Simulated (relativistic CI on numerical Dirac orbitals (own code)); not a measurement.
## One change at a time: Te¹⁷⁺

Base calculation: Dirac-Coulomb-Breit CI, KLI orbitals optimised for each configuration, model QED (radiative potential, 1s self-energy scaled to tabulated hydrogen-like ionisation energies), unscaled Slater integrals.

Configurations in the expansion (outside the closed core [Ar] 3d10): 4s2 4p5, 4s 4p6, 4s2 4p4 4d, 4s 4p5 4d, 4s2 4p4 4f, 4s 4p5 4f, 4p6 4d, 4s 4p4 4d2, 4s2 4p3 4d 4f, 4s2 4p4 5s, 4p6 4f, 4p5 4d2, 4p4 4d3, 4p4 4d2 4f, 4p4 4d2 5s. Double excitations out of closed p, d and f shells are left out; levels of such configurations are missing from the list, as are those of other unlisted configurations, and high levels can miss mixing partners.

Variants: (1) P86 correlation estimate; (2) Breit term removed; (3) configuration mixing switched off. Shifts of the energy above 4s2 4p5 2P°_3/2, in cm⁻¹, for the lowest level and the first level of each name with at least 55 % of one term (blank where a level changes its place among those of its configuration and J or its character, or is not in the variant):

```csv
Level,Base,Δ(1),Δ(2),Δ(3)
4s2 4p5 2P°_3/2,0,0,0,0
4s2 4p5 2P°_1/2,99853,+2,+1396,+962
4s 4p6 2S_1/2,459429,+662,+504,+90242
4s2 4p4 4d 4D_5/2,578993,+1050,+1446,+12430
4s2 4p4 4d 4D_7/2,589008,+1049,+1792,+11775
4s2 4p4 4d 4F_9/2,611361,+1049,+1919,+11128
4s2 4p4 4d 4P_1/2,638726,+1042,+1805,+9111
4s2 4p4 4d 4D_1/2,659221,+1052,+2512,+14356
4s2 4p4 4d 2G_7/2,709081,+1053,+2705,+14485
4s2 4p4 4d 2F_5/2,719284,+1057,+3130,+17224
4s2 4p4 4d 2G_9/2,724842,+1051,+3323,+12636
4s2 4p4 4d 2S_1/2,805869,+996,+2188,-32848
4s 4p5 4d 4P°_1/2,1088351,+1524,+1122,-8286
4s 4p5 4d 4P°_3/2,1098769,+1525,+1317,-6808
```

At this charge energies of transitions that change n are usually good to better than 1 %, and those within a shell (Δn = 0) to a few per cent.

Ionisation energy from the two ground configurations alone: base 490.4 eV; P86 correlation estimate 492.12 eV; Breit term removed 490.673 eV. The NIST ASD value (theoretical) is 491 eV.

LS names give the leading component of a level, which can be under half, so a name can repeat, a term be missing and a line seem to break the LS rules.
